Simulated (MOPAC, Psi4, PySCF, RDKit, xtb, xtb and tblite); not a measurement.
Internal rotation in SMILES FC[SiH2][GeH3] (CH7FGeSi), singlet. Scanned: dihedral F1–C2–Si3–Ge4; all other coordinates were relaxed at GFN2-xTB. Points at φ and −φ are mirror images.

Geometry of the scan point at 90° (Å):
```
11

F     -1.0579     1.3152    -0.8935
C     -1.6339     0.2446    -0.2397
Si    -0.2497    -0.7992     0.5900
Ge     0.1128     0.0102     2.7532
H     -2.3457     0.6651     0.4764
H     -2.1912    -0.3105    -0.9979
H     -0.7407    -2.1821     0.6229
H      0.9280    -0.7092    -0.2718
H      0.9406    -0.8985     3.6098
H     -1.1393     0.2058     3.5575
H      0.8078     1.3318     2.8634
```

GFN2-xTB (xtb and tblite); PBE0/def2-TZVP // GFN2-xTB (Psi4); PBE0-D3(BJ)/def2-TZVP // GFN2-xTB (Psi4); PBE/def2-TZVP // GFN2-xTB (Psi4); PBE-D3(BJ)/def2-TZVP // GFN2-xTB (Psi4); wB97X-D/def2-TZVP // GFN2-xTB (Psi4); MP2/cc-pVTZ = DF-MP2 (frozen core)/cc-pVTZ // GFN2-xTB (Psi4 1.11); HF/cc-pVTZ // GFN2-xTB (Psi4); UFF // GFN2-xTB (RDKit); PM6, restricted, heats of formation // GFN2-xTB (MOPAC); AM1, restricted, heats of formation // GFN2-xTB (MOPAC); GFN1-xTB // GFN2-xTB (xtb); RKS-B3LYP/6-31G* = restricted B3LYP/6-31G*, spherical d, density fitting // GFN2-xTB run with PySCF 2.14.0; RHF/6-31G* = restricted Hartree-Fock/6-31G*, spherical d, density fitting // GFN2-xTB (PySCF).

Least-squares fit of E(φ) = a0 + Σ (a_n cos nφ + b_n sin nφ), n = 1 to 4, to the 12 scan points, in kJ/mol above the lowest point of each profile (levels whose profile four harmonics don't fit are not listed):

```json
[
 {"method": "GFN2-xTB", "a0": "5.93", "a1": "-4.16", "b1": "0.00", "a2": "-2.75", "b2": "0.00", "a3": "1.01", "b3": "0.00", "a4": "-0.19", "b4": "0.00", "rms of fit": "0.11"},
 {"method": "PBE0/def2-TZVP", "a0": "4.32", "a1": "0.41", "b1": "0.00", "a2": "-0.10", "b2": "0.00", "a3": "3.90", "b3": "0.00", "a4": "-0.08", "b4": "0.00", "rms of fit": "0.15"},
 {"method": "PBE0-D3(BJ)/def2-TZVP", "a0": "4.16", "a1": "0.09", "b1": "0.00", "a2": "-0.24", "b2": "0.00", "a3": "3.92", "b3": "0.00", "a4": "-0.05", "b4": "0.00", "rms of fit": "0.13"},
 {"method": "PBE/def2-TZVP", "a0": "4.58", "a1": "0.73", "b1": "0.00", "a2": "-0.11", "b2": "0.00", "a3": "3.83", "b3": "0.00", "a4": "-0.06", "b4": "0.00", "rms of fit": "0.14"},
 {"method": "PBE-D3(BJ)/def2-TZVP", "a0": "4.38", "a1": "0.38", "b1": "0.00", "a2": "-0.27", "b2": "0.00", "a3": "3.85", "b3": "0.00", "a4": "-0.02", "b4": "0.00", "rms of fit": "0.12"},
 {"method": "wB97X-D/def2-TZVP", "a0": "4.20", "a1": "0.16", "b1": "0.00", "a2": "0.06", "b2": "0.00", "a3": "4.08", "b3": "0.00", "a4": "-0.04", "b4": "0.00", "rms of fit": "0.19"},
 {"method": "MP2/cc-pVTZ", "a0": "4.78", "a1": "-1.52", "b1": "0.00", "a2": "-0.93", "b2": "0.00", "a3": "4.43", "b3": "0.00", "a4": "0.03", "b4": "0.00", "rms of fit": "0.10"},
 {"method": "HF/cc-pVTZ", "a0": "4.77", "a1": "0.05", "b1": "0.00", "a2": "0.35", "b2": "0.00", "a3": "4.46", "b3": "0.00", "a4": "-0.09", "b4": "0.00", "rms of fit": "0.21"},
 {"method": "UFF", "a0": "7.30", "a1": "5.88", "b1": "0.00", "a2": "3.81", "b2": "0.00", "a3": "5.64", "b3": "0.00", "a4": "0.13", "b4": "0.00", "rms of fit": "0.55"},
 {"method": "PM6", "a0": "3.49", "a1": "3.10", "b1": "0.00", "a2": "2.00", "b2": "0.00", "a3": "2.36", "b3": "0.00", "a4": "-0.19", "b4": "0.00", "rms of fit": "0.34"},
 {"method": "AM1", "a0": "7.91", "a1": "9.86", "b1": "0.00", "a2": "4.26", "b2": "0.00", "a3": "2.48", "b3": "0.00", "a4": "-0.05", "b4": "0.00", "rms of fit": "0.51"},
 {"method": "GFN1-xTB", "a0": "6.37", "a1": "-6.00", "b1": "0.00", "a2": "-1.79", "b2": "0.00", "a3": "2.42", "b3": "0.00", "a4": "0.17", "b4": "0.00", "rms of fit": "0.14"},
 {"method": "RKS-B3LYP/6-31G*", "a0": "4.37", "a1": "-1.55", "b1": "0.00", "a2": "-1.40", "b2": "0.00", "a3": "4.13", "b3": "0.00", "a4": "0.21", "b4": "0.00", "rms of fit": "0.08"},
 {"method": "RHF/6-31G*", "a0": "5.06", "a1": "-1.55", "b1": "0.00", "a2": "-0.33", "b2": "0.00", "a3": "4.28", "b3": "0.00", "a4": "0.09", "b4": "0.00", "rms of fit": "0.13"}
]
```
